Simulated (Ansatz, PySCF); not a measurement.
Zn(SeH)(OSiH3) (H4OSeSiZn), SMILES [SiH3][O][Zn][SeH]. Atoms are numbered in the order given.

```xyz
8

Zn     0.2104     0.2177     0.0302
Se    -0.8802     1.1166     1.8285
H     -2.1426     0.4711     1.4101
O      1.0802    -0.3848    -1.3967
Si     1.7188    -1.7560    -2.0440
H      0.6531    -2.7326    -2.4389
H      2.6272    -2.4597    -1.0811
H      2.5118    -1.4211    -3.2633
```

Coordinates come from a B3LYP-D3(BJ)/def2-SVP optimisation. The structure was generated by enumeration; whether it is a known compound was not checked. One conformer was computed; it need not be the lowest.

Two levels are set side by side: PBE-D3(BJ)/def2-SVP (Ansatz, an electronic-structure program) and B3LYP-D3(BJ)/def2-SVP (Ansatz). Each level has its own optimised geometry; the coordinates shown are those of the second. Frequencies come from the Hessian of PySCF at each geometry. Differences are taken from unrounded values.

```tsv
quantity	B3LYP-D3(BJ)	PBE-D3(BJ)	PBE-D3(BJ) minus B3LYP-D3(BJ)
mean bond length (Å)	1.668	1.678	0.010
bond Zn1–Se2 (Å)	2.287	2.279	-0.008
bond Zn1–O4 (Å)	1.776	1.785	0.009
bond O4–Si5 (Å)	1.645	1.663	0.017
bond Se2–H3 (Å)	1.478	1.488	0.010
bond Si5–H6 (Å)	1.498	1.513	0.014
bond Si5–H7 (Å)	1.499	1.512	0.013
bond Si5–H8 (Å)	1.493	1.505	0.013
highest harmonic wavenumber (cm⁻¹)	2396	2347	-49
mean harmonic wavenumber (cm⁻¹)	895	870	-25
zero-point energy (kcal/mol)	23.03	22.38	-0.65
```

Exact exchange shortens and stiffens bonds; PBE has none. Differences between two approximate levels are no errors against the true value.
